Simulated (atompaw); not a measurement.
## PBE PAW (atompaw) dataset for Zn, scalar-relativistic all-electron reference.

| Quantity | Value |
| --- | --- |
| Element | zinc |
| Generator | atompaw 4.2.0.5 |
| Type | PAW |
| Functional | PBE |
| Relativity | scalar-relativistic |
| Frozen core | [Ne] |
| Valence charge | 20 |
| Reference configuration | 3s2 3p6 3d10 4s0.5 4p0 (charge +1.5) |
| Partial waves | 3s (bound): rc 0.80 bohr; 4s (bound): rc 1.25 bohr; 3p (bound): rc 1.20 bohr; 4p (bound, empty): rc 1.50 bohr; 3d (bound): rc 1.50 bohr; 3d channel at -1 Ry: rc 1.35 bohr |
| Local potential | ultrasoft scheme with l = 3 at -0.5 Ry, radius 1.50 bohr |
| Core correction | smooth core density matched at 1.10 bohr |
| Augmentation charge | besselshape compensation charge, radius 1.20 bohr; PAW radius 1.50 bohr; waves and projectors: custom polynom2 7 10 vanderbiltortho |

All-electron outer shells of the reference configuration (PBE, scalar-relativistic, ld1.x):

| shell | level (eV) | outermost node (bohr) | outermost maximum (bohr) |
| --- | --- | --- | --- |
| 2p | -1018.90 | – | 0.15 |
| 3s | -144.33 | 0.28 | 0.59 |
| 3p | -98.52 | 0.25 | 0.59 |
| 3d | -25.14 | – | 0.57 |
| 4s | -18.41 | 0.84 | 1.94 |
| 4p | -11.62 | 0.91 | 2.40 |

(1) Is the overlap operator S = 1 + Σ q|β⟩⟨β| positive definite (Bessel basis up to 400 Ry)?

A Bessel basis up to 400 Ry misses an occupied level by 0.02 Ry, so cutoffs and ghosts were not judged.

Answers

(1) Yes: its lowest eigenvalue is 0.64 (s channel).
